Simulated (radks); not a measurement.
The neodymium ion Nd+, configuration [Xe] 4f4 5f1 (not the ground configuration). Method: Dirac Kohn-Sham, PBE, spin-unpolarised, spherical densities, finite nucleus; open shells fill j = l - 1/2 first; Fermi nuclear charge, rms radius 4.9123 fm; computed with a radial shooting solver on a logarithmic mesh with Libxc functionals. Some entries of the table are withheld. Estimate them.

orbital,occ.,eigenvalue (eV),<1/r> (bohr^-1)
1s1/2,2,-43366.57,66.05
2s1/2,2,-7018.853,15.63
2p1/2,2,(1),15.61
2p3/2,4,(2),14.03
3s1/2,2,-1529.757,5.664
3p1/2,2,-1368.353,(3)
3p3/2,4,-1264.531,(4)
3d3/2,4,(5),(6)
3d5/2,6,(7),(8)
4s1/2,2,-311.5178,2.352
4p1/2,2,-250.6049,2.246
4p3/2,4,-228.1143,2.114
4d3/2,4,-128.0149,1.893
4d5/2,6,-124.0438,1.860
5s1/2,2,-49.8065,0.9016
5p1/2,2,-33.5646,0.7924
5p3/2,4,-30.5171,0.7467
4f5/2,4,-11.1756,1.260
4f7/2,0,-10.7695,1.244
5f5/2,1,(9),0.1343
5f7/2,0,(10),0.1345

Answer. 
(1) 2p1/2 eigenvalue (eV): -6641.039
(2) 2p3/2 eigenvalue (eV): -6120.973
(3) 3p1/2 <1/r> (bohr^-1): 5.578
(4) 3p3/2 <1/r> (bohr^-1): 5.182
(5) 3d3/2 eigenvalue (eV): -983.3911
(6) 3d3/2 <1/r> (bohr^-1): 5.052
(7) 3d5/2 eigenvalue (eV): -960.9484
(8) 3d5/2 <1/r> (bohr^-1): 4.951
(9) 5f5/2 eigenvalue (eV): -2.4856
(10) 5f7/2 eigenvalue (eV): -2.4828
